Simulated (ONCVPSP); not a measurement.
Which change was made? (Hg, ONCV)

mercury, optimised norm-conserving Vanderbilt (ONCV), made with ONCVPSP 4.0.1 (PBEsol, fully relativistic). Core [Kr] 4d10, reference 4f14 5s2 5p6 5d10 6s1.5 (charge +0.5). Waves: 5s+6s: rc 1.60 bohr, ncon 5, nbas 9, qcut 6.8 1/bohr, 2 projectors; 5p: rc 1.40 bohr, ncon 4, nbas 7, qcut 10.3 1/bohr, 2 projectors, debl 2.1 Ha; 5d: rc 1.75 bohr, ncon 3, nbas 7, qcut 7.1 1/bohr, 2 projectors, debl 2.2 Ha; 4f: rc 0.85 bohr, ncon 3, nbas 8, qcut 20.1 1/bohr, 3 projectors, debl 1.8 Ha. Local part: polynomial inside 0.65 bohr (lpopt 5, dvloc0 0 Ha). Core correction: Teter function, fcfact 5.75, rcfact 1.35.

Open shells are filled in proportion to 2j + 1.

In the p channel the program set the typed energies aside and used -2.426, 0.250 Ha (j = l + 1/2; the other j can differ). In the f channel the program set the typed energies aside and used -3.609, 0.250, 2.050 Ha (j = l + 1/2; the other j can differ).

Cutoffs, loose and tight: the cutoffs (Ha) at which the residual kinetic energy of the hardest occupied pseudo-wave falls to 1 and 0.1 mHa per electron. They do not see the model core or the augmentation charge, which bear on the density cutoff. Test errors are all-electron minus pseudo excitation energies from the reference, over the configurations 4f14 5s2 5p6 5d10 6s2; 4f14 5s2 5p6 5d10 6s1; 4f14 5s2 5p6 5d10 6s0; 4f14 5s2 5p6 5d10 6s0 6p2; variants that change the core or the reference have their own tests. The largest error is taken over the tests solved by every variant that gives reliable tests at all, those not shown here included: 4f14 5s2 5p6 5d10 6s0; 4f14 5s2 5p6 5d10 6s1; 4f14 5s2 5p6 5d10 6s2.

The base gives: outcome: generated, projector energies reset by the program; cutoff, loose: 178 Ha; cutoff, tight: 192 Ha; bound ghosts: s, p3/2; GHOST(+) flags above zero: d5/2, p1/2, d3/2; largest test error (meV): -10.

(1) After one change the result is: outcome: generated, projector energies reset by the program; cutoff, loose: 178 Ha; cutoff, tight: 192 Ha; bound ghosts: s, p3/2, p1/2; GHOST(+) flags above zero: d5/2, d3/2; largest test error (meV): -10. Which change was it?
A. all radii but the core radius scaled by about 1.11 (s 1.78, p 1.56, d 1.94, f 0.94 bohr); local potential polynomial inside 0.72 bohr (lpopt 5, dvloc0 0 Ha)
B. f: nproj 0; local potential the f channel
C. scalar-relativistic
D. p: nproj 1
E. d: rc 1.92

Answers

(1) D. The others give: all radii but the core radius scaled by about 1.11 (s 1.78, p 1.56, d 1.94, f 0.94 bohr); local potential polynomial inside 0.72 bohr (lpopt 5, dvloc0 0 Ha) → outcome: generated, projector energies reset by the program; cutoff, loose: 167 Ha; cutoff, tight: 181 Ha; bound ghosts: s, d5/2, d3/2; GHOST(+) flags above zero: p3/2, p1/2; largest test error (meV): -6.7 | d: rc 1.92 → outcome: generated, projector energies reset by the program; cutoff, loose: 178 Ha; cutoff, tight: 192 Ha; bound ghosts: s, p3/2, d5/2, d3/2; GHOST(+) flags above zero: p1/2; largest test error (meV): -5.6 | scalar-relativistic → outcome: generated, projector energies reset by the program; cutoff, loose: 178 Ha; cutoff, tight: 191 Ha; bound ghosts: s, p; GHOST(+) flags above zero: d; largest test error (meV): -14 | f: nproj 0; local potential the f channel → outcome: generated, projector energies reset by the program, misses its reference levels by 2.41 eV; cutoff, loose: 178 Ha; cutoff, tight: 192 Ha; bound ghosts: s, p3/2, p1/2; GHOST(+) flags above zero: d5/2, d3/2; largest test error (meV): -11.
